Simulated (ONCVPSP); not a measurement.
# iodine: one change to an ONCV potential, before and after

iodine (I), optimised norm-conserving Vanderbilt (ONCV), made with ONCVPSP 4.0.1 (PBE, scalar-relativistic). Core [Ar] 3d10, reference 4s2 4p6 4d10 5s2 5p5. Waves: 4s+5s: rc 1.35 bohr, ncon 4, nbas 9, qcut 7.8 1/bohr, 2 projectors; 4p+5p: rc 1.30 bohr, ncon 4, nbas 7, qcut 9.6 1/bohr, 2 projectors; 4d: rc 0.90 bohr, ncon 4, nbas 9, qcut 11 1/bohr, 1 projector. Local part: polynomial inside 0.60 bohr (lpopt 5, dvloc0 0 Ha). Core correction: Teter function fitted to the true core (icmod 2), fcfact 0.55.

All-electron outer shells of the reference configuration (PBE, scalar-relativistic, ld1.x):

```
shell  level (eV)  outermost node (bohr)  outermost maximum (bohr)
   3p     -859.35                   0.13                      0.28
   3d     -605.97                      –                      0.23
   4s     -180.60                   0.37                      0.68
   4p     -127.57                   0.37                      0.72
   4d      -50.28                   0.35                      0.78
   5s      -17.41                   0.88                      1.70
   5p       -7.09                   0.96                      2.02
```

Change: core [Kr], valence charge 17; reference 4d10 5s2 5p3; waves now 5s: rc 1.65 bohr, ncon 3, nbas 8, qcut 3.2 1/bohr, 2 projectors, debl 0.6 Ha; 5p: rc 1.75 bohr, ncon 4, nbas 7, qcut 5.2 1/bohr, 3 projectors, debl 0.7 Ha; 4d: rc 1.20 bohr, ncon 4, nbas 9, qcut 12.7 1/bohr, 2 projectors, debl 3.4 Ha; local potential polynomial inside 1.05 bohr (lpopt 5, dvloc0 0 Ha). In the s channel the program set the typed energies aside and used -1.323, 0.250 Ha. In the p channel the program set the typed energies aside and used -0.900, 0.250, 0.950 Ha.

Cutoffs: the cutoffs (Ha) at which the residual kinetic energy of the hardest occupied pseudo-wave falls to 1 and 0.1 mHa per electron; they do not see the model core or the augmentation charge, which bear on the density cutoff. Errors are all-electron minus pseudo energies relative to the spin-unpolarised reference configuration.

**Question.** What does the change do?

**Answer.** The potential gets neither clearly harder nor softer (56 Ha and 88 Ha → 56 Ha and 89 Ha); the bound ghosts move from s to p, s. Several settings change at once here, so the effects cannot be laid on one of them.

```tsv
quantity	base	changed
cutoff, loose	56 Ha	56 Ha
cutoff, tight	88 Ha	89 Ha
loose cutoff by channel	s 26 Ha, p 30 Ha, d 56 Ha	s 55 Ha, p 8.8 Ha, d 56 Ha
bound ghosts	s	s, p
GHOST(+) flags under 300 eV	none	p at 177.3 eV
largest error over its own tests, meV	-659	+8.4
rms error of d²Exc/dni dnj with the model core, mHa	1.76	0.56
```

 A true bound ghost makes a file unfit for plane-wave use even where its test errors are small: the radial tests pick states by their node count and pass the ghost by.
